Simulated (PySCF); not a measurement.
# Correlation energy of Pd (palladium, neutral)

[Kr] 4d9 5p1, one real determinant (an excited configuration). Computed with PySCF 2.14 in ANO-RCC-VTZP (7s6p4d2f1g, 68 functions), with the spin-free X2C one-electron Hamiltonian (Gaussian nucleus). Frozen: [Kr]; 10 electrons correlated.

| level | correlation energy (mhartree) |
| --- | --- |
| CCSD | -298.07 |
| (T) | -12.82 |
| CCSD(T) | -310.89 |

Diagnostics: T1 = 0.0085, D1 = 0.0191, largest double amplitude 0.052.

The real determinant used has ⟨L²⟩ near 8 against 12 for a pure F term, so it mixes terms.

Cost of the coupled-cluster step: roughly 7 core-seconds, for 10 correlated electrons.

The basis was made for the ground configuration and has no added diffuse functions, which can raise the energy of the promoted electron.

The reference is one real determinant that mixes LS terms of this configuration.
